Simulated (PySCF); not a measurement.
PySCF 2.14 output of an unrestricted PBEsol calculation on a single atom or ion in aug-cc-pVDZ-PP with ECP60MDF (5s5p4d2f, 54 functions), with scalar relativity through the core potential:

```
SCF conv_tol = 1e-09
number electrons alpha = 10  beta = 4
    J. P. Perdew, A. Ruzsinszky, G. I. Csonka, O. A. Vydrov, G. E. Scuseria, L. A. Constantin, X. Zhou, and K. Burke.,  Phys. Rev. Lett. 100, 136406 (2008)
    J. P. Perdew, A. Ruzsinszky, G. I. Csonka, O. A. Vydrov, G. E. Scuseria, L. A. Constantin, X. Zhou, and K. Burke.,  Phys. Rev. Lett. 100, 136406 (2008)
cycle= 1 E= -67.0046946398208  delta_E= -0.00614  |g|= 0.0107  |ddm|= 0.69
cycle= 2 E= -67.0047431244803  delta_E= -4.85e-05  |g|= 0.00732  |ddm|= 0.0791
cycle= 3 E= -67.0047719474762  delta_E= -2.88e-05  |g|= 0.000571  |ddm|= 0.0321
cycle= 4 E= -67.0047737075048  delta_E= -1.76e-06  |g|= 0.000142  |ddm|= 0.0122
cycle= 5 E= -67.0047744012287  delta_E= -6.94e-07  |g|= 3.23e-05  |ddm|= 0.0116
cycle= 6 E= -67.0047744383007  delta_E= -3.71e-08  |g|= 1.29e-06  |ddm|= 0.00337
cycle= 7 E= -67.0047744383035  delta_E= -2.86e-12  |g|= 1.67e-07  |ddm|= 2.37e-05
converged SCF energy = -67.0047744383035  <S^2> = 12.00067  2S+1 = 7.0001913
```

The run itself started from symmetry-adapted Hartree-Fock orbitals and held the occupation by maximum overlap, on a logarithmic radial grid, so the iterations belong to that start.

Q: Which element, charge and spin multiplicity is this?

A: W (tungsten, neutral), multiplicity 7; the state was [Xe] 4f14 5d4 6s1 7s1, high-spin 7D determinant (an excited configuration).

Energies and moments cover only the electrons outside the core potential. Spin-orbit coupling, absent here, splits the open shell strongly. The outer electron is Rydberg-like, and this basis confines it to a smaller radius and binds it less than a complete one would.
